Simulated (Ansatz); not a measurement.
A structure relaxed at PBE-D4/def2-SVP in Ansatz, charge 0, singlet:

| atom | x (Å) | y (Å) | z (Å) |
| --- | --- | --- | --- |
| Cu1 | 2.183 | -0.770 | -0.725 |
| Cu2 | -0.299 | 1.142 | -2.105 |
| Cu3 | 0.301 | -1.137 | 2.107 |
| Cu4 | -2.185 | 0.765 | 0.723 |
| S5 | 2.139 | -1.637 | 1.199 |
| S6 | -1.620 | -0.328 | 2.438 |
| S7 | 1.614 | 0.317 | -2.442 |
| S8 | -2.134 | 1.647 | -1.194 |

Give its formula and point group.

the cluster Cu₄S₄. Point group D4h (tolerance 0.1 Å).

Summarise the bond lengths by kind (pairs closer than 1.2 times the sum of covalent radii, bridged metal pairs left out).

8 × Cu–S 2.11 Å.

The restricted singlet is unstable towards broken spin symmetry at other levels; at PBE-D4/def2-SVP this wasn't settled. The relaxation made no stability test and no search for a lower SCF solution. No other spin state of charge 0 was run. Another isomer (singlet) lies 3.13 eV lower at PBE0-D4/def2-TZVP; other spin states weren't run for this one.
